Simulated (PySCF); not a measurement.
Electron correlation in Cd³⁺ (cadmium, charge +3)

Starting occupation: [Kr] 4d9, 4d3/2 with m_j = -3/2, -1/2, +1/2, +3/2, 4d5/2 with m_j = -3/2, -1/2, +1/2, +3/2, +5/2. All numbers are calculated (PySCF 2.14, X2C-1e with screened-nucleus spin-orbit coupling, Gaussian nucleus, in x2c-QZVPPall-2c (13s12p9d4f2g, 140 functions)). Frozen: [Ar] 3d10; 17 electrons correlated; the 32 highest virtual spinors left out.

MP2 pair energies summed by pair of shells (mhartree):

```json
{"pair": "4d3/2-4d5/2", "energy": "-154.53", "share (%)": "25.0"}
{"pair": "4d5/2-4d5/2", "energy": "-86.31", "share (%)": "14.0"}
{"pair": "4d5/2-4p3/2", "energy": "-79.77", "share (%)": "12.9"}
{"pair": "4d3/2-4p3/2", "energy": "-59.76", "share (%)": "9.7"}
{"pair": "4d3/2-4d3/2", "energy": "-54.22", "share (%)": "8.8"}
{"pair": "4d5/2-4p1/2", "energy": "-30.58", "share (%)": "5.0"}
{"pair": "4p3/2-4p3/2", "energy": "-25.13", "share (%)": "4.1"}
{"pair": "4d3/2-4p1/2", "energy": "-24.39", "share (%)": "4.0"}
{"pair": "4p1/2-4p3/2", "energy": "-23.48", "share (%)": "3.8"}
{"pair": "4d5/2-4s1/2", "energy": "-21.80", "share (%)": "3.5"}
{"pair": "4p3/2-4s1/2", "energy": "-19.45", "share (%)": "3.2"}
{"pair": "4d3/2-4s1/2", "energy": "-17.15", "share (%)": "2.8"}
{"pair": "4p1/2-4s1/2", "energy": "-9.50", "share (%)": "1.5"}
{"pair": "4p1/2-4p1/2", "energy": "-6.13", "share (%)": "1.0"}
{"pair": "4s1/2-4s1/2", "energy": "-4.72", "share (%)": "0.8"}
```

Total MP2 correlation energy: -616.91 mhartree.

This basis was not built for core-valence correlation, so the inner-shell part is incomplete.
